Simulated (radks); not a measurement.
All-electron atom: the beryllium ion Be2+ in [He].

All-electron calculation, non-relativistic Kohn-Sham, PBE, spin-polarised, spherical densities, point nucleus; hard spherical wall at 6 bohr. Program: a radial shooting solver on a logarithmic mesh with Libxc functionals.

Energy parts (Ry):
| part | energy |
|---|---|
| total | -27.23915 |
| kinetic | 27.15155 |
| electron-nucleus | -58.90054 |
| Hartree | 9.05858 |
| exchange-correlation | -4.54874 |

Orbitals (lengths in bohr, moments of r in powers of bohr; <r^-3> diverges for s and p1/2; r(90%) holds 90 % of the orbital's charge):
| orbital | occ. | eigenvalue (Ry) | <r^4> | <r^2> | r(90%) | <r^-3> |
|---|---|---|---|---|---|---|
| 1s | 2 | -9.72091 | 0.1499 | 0.2371 | 0.753 | - |

The highest occupied level is 1s at -132.26 eV. The electron density at the nucleus is 34.72 e/bohr^3. Summed over all electrons, <r^2> = 0.4742 bohr^2, which gives a Langevin (diamagnetic) susceptibility term of -0.376 x 10^-6 cm^3/mol. The density falls to 0.001 e/bohr^3 at r = 1.47 bohr.
